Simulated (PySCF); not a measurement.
# [Cr(H2O)6]2+: what the settings change

[Cr(H2O)6]2+: Cr(II) (d4), charge +2. The structure is a PBE0-D3(BJ)/def2-SVP, IEF-PCM water geometry optimised for multiplicity 5; coordination octahedral, point group C1, metal–donor distances 2.06–2.31 Å.

```
19

Cr    0.0000    0.0000    0.0000
O    -0.0021   -0.0163    2.3077
H     0.7704    0.0123    2.8865
H    -0.7680   -0.0023    2.8955
O    -0.0076   -0.0104   -2.3066
H     0.7574   -0.0134   -2.8958
H    -0.7817   -0.0156   -2.8838
O     2.0635    0.0020    0.0023
H     2.6268    0.7856   -0.0412
H     2.6334   -0.7778   -0.0096
O    -2.0635   -0.0039   -0.0026
H    -2.6339    0.7758    0.0056
H    -2.6267   -0.7886    0.0045
O     0.0013    2.0585    0.0061
H    -0.0153    2.6187    0.7933
H    -0.0264    2.6311   -0.7719
O    -0.0046   -2.0595    0.0113
H    -0.0074   -2.6175    0.8002
H     0.0010   -2.6341   -0.7655
```

Method (PySCF 2.14, density fitting): CASSCF(4,5) with orbitals averaged over all microstates of the shell, strongly contracted NEVPT2 on the averaged canonical orbitals; basis x2c-TZVPall on the metal, x2c-SVPall elsewhere; spin-free X2C; IEF-PCM water; spin-orbit coupling by state interaction with the mean-field operator over all roots.

Base run: NEVPT2 ground state 5Eg-like, next 5Eg-like at 6253, then 3T1g-like at 11682 cm⁻¹, 10Dq(CASSCF) 9715, B(CASSCF) 998, ζ 233 cm⁻¹, D -2.06 cm⁻¹, g 1.969 1.994 1.994, μeff(300 K) 4.88 μB.

Problem. What happens with the basis x2c-TZVPall on all atoms?

Solution. NEVPT2 ground state 5Eg-like, next 5Eg-like at 6262, then 3T1g-like at 11942 cm⁻¹, 10Dq(CASSCF) 9508, B(CASSCF) 996, ζ 233 cm⁻¹, D -2.07 cm⁻¹, g 1.968 1.994 1.994, μeff(300 K) 4.88 μB. It took 40 s against 32 s on a shared host of the same kind.

Problem. What happens with orbitals averaged over the highest spin alone?

Solution. NEVPT2 ground state 5Eg-like, next 5Eg-like at 6132, then 3T1g-like at 12006 cm⁻¹, 10Dq(CASSCF) 9792, B(CASSCF) 1024, ζ 240 cm⁻¹, D -2.17 cm⁻¹, g 1.966 1.994 1.994, μeff(300 K) 4.88 μB.

NEVPT2 lifts 5T2g-like from 11149 to 12898 cm⁻¹; on the d shell alone it tends to overshoot states that fill the eg-type orbitals.
